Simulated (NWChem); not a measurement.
System: CHF, singlet; SMILES F[CH]

Computed with NWChem. Low-valent species are run as closed-shell singlets; no triplet was tried in these runs. Structure relaxed at the PBE0-D3(BJ)/def2-TZVP level.

Among these, which level gives the highest value of “highest occupied level (eV)”?
A. B3LYP/aug-cc-pVTZ
B. B3LYP/cc-pVTZ
C. B3LYP/aug-cc-pVDZ
D. B3LYP/cc-pVDZ

D, B3LYP/cc-pVDZ. Values: B3LYP/aug-cc-pVTZ -7.11; B3LYP/aug-cc-pVDZ -7.09; B3LYP/cc-pVTZ -6.96; B3LYP/cc-pVDZ -6.65
